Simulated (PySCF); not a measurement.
AlClBr2, SMILES [Cl][Al]([Br])[Br].

Geometry optimised at r2SCAN-D4/def2-SVP. The structure was generated by enumeration; whether it is a known compound was not checked.

Computed with M06-2X/def2-TZVP run with PySCF.

Gas-phase values at a fixed geometry.

```json
{
 "total_energy": "-5851.22103 hartree",
 "point_group": "C2v",
 "highest_occupied_level": "-10.01 eV",
 "lowest_empty_level": "-0.88 eV",
 "orbital_gap": "9.13 eV",
 "dipole_moment": "0.24 D",
 "quadrupole, principal values (traceless, Buckingham form, about the centre of nuclear charge)": "-3.64, -1.66, 5.30 D·Å",
 "mean_static_polarisability": "72.2 bohr³ (10.69 Å³)",
 "polarisability_principal_values": "53.9, 77.5, 85.1 bohr³"
}
```
